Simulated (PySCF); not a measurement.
**Diatomic cations of Pb with the fifth-period p block**

PBE0 with double-zeta basis sets in PySCF, for the lowest determinant that a PBE0 search found; no spin–orbit coupling. De refers to high-spin ground-configuration atoms (the charge goes to the atom of lower measured ionisation energy or higher electron affinity, which is not always the lowest computed limit). A positive dipole points towards Pb; it is taken about the centre of mass and depends on that origin.

```tsv
M	basis	charged atom	state (unpaired electrons)	Re (Å)	ωe (cm⁻¹)	De (eV)	μ (D)
In	def2-SVP	In+	triplet (σ ↑, π ↑)	3.307	75.1	n/a	-3.23
Sn	def2-SVP	Sn+	quartet (σ ↑, π ↑↑)	2.859	148	n/a	-1.10
I	def2-SVP	Pb+	singlet (closed shell)	2.697	205	n/a	3.78
```

The shortest bond is that of PbI⁺ (2.697 Å), the longest that of InPb⁺ (3.307 Å).

The state changes along the series, so neighbouring rows are not always alike in their bonding.

These are scalar-relativistic numbers at best; spin–orbit coupling would shift them, the dissociation energy most. States were picked by a PBE0 search and need not be the measured ground states.
